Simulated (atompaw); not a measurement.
## gadolinium (Gd): one change to a PAW (atompaw) potential, before and after

atompaw 4.2.0.5 input, output lines left out:

```
Gd 64
GGA-PBE scalarrelativistic loggrid 2001 logderivrange -6 5 276
6 6 5 4 0 0
6 0 1
6 1 0
5 2 1
4 3 7
0 0 0
c
c
c
c
v
v
c
c
c
v
v
c
c
v
v
3
2.70 2.00 2.55 2.70
n
n
y
-0.25
n
y
0.8
n
bloechl sinc
4 0 ultrasoft
```

All-electron outer shells of the reference configuration (PBE, scalar-relativistic, ld1.x):

| shell | level (eV) | outermost node (bohr) | outermost maximum (bohr) |
| --- | --- | --- | --- |
| 4p | -282.73 | 0.29 | 0.54 |
| 4d | -154.06 | 0.27 | 0.56 |
| 5s | -56.08 | 0.65 | 1.20 |
| 5p | -33.60 | 0.70 | 1.35 |
| 4f | -15.03 | – | 0.56 |
| 6s | -9.28 | 1.60 | 3.21 |
| 5d | -8.40 | 0.79 | 1.92 |
| 6p | -5.73 | 1.90 | 4.07 |

Change: local potential ultrasoft scheme with l = 4 at 0 Ry, radius 2.00 bohr.

Cutoffs: the cutoffs (Ry, on a coarse ladder) from which the occupation-weighted sum of valence levels, in a spherical-Bessel basis at the reference potential, stays within 10 and 1 mRy of its value at 400 Ry; they do not see the model core or the augmentation charge, which bear on the density cutoff.

Problem. What does the change do?

Solution. The potential gets harder (35 Ry and 45 Ry → 40 Ry and 50 Ry); the range in which the s phases agree narrows (upper end 3.7 → 2.1); neither file shows a bound ghost.

| quantity | base | changed |
| --- | --- | --- |
| cutoff, loose | 35 Ry | 40 Ry |
| cutoff, tight | 45 Ry | 50 Ry |
| loose cutoff by channel (10 mRy a level) | s 12 Ry, p 15 Ry, d 12 Ry, f 25 Ry | s 18 Ry, p 21 Ry, d 15 Ry, f 30 Ry |
| bound ghosts | none | none |
| s: phases at 2.71 bohr within 0.05 rad from the reference energy up to (Ry; the scan ends near 5) | 3.7 | 2.1 |
| p: phases at 2.71 bohr within 0.05 rad from the reference energy up to (Ry; the scan ends near 5) | to the end of the scan | 4.9 |
| d: phases at 2.71 bohr within 0.05 rad from the reference energy up to (Ry; the scan ends near 5) | 0.6 | 0.5 |
| f: phases at 2.71 bohr within 0.05 rad from the reference energy up to (Ry; the scan ends near 5) | 4.1 | 4.2 |
| lowest overlap eigenvalue by channel | s 0.43, p 0.62, d 0.01, f 1.00 | s 0.36, p 0.63, d 0.00, f 1.00 |

 The cutoffs see the waves, projectors and local potential, not the compensation charge or the core.
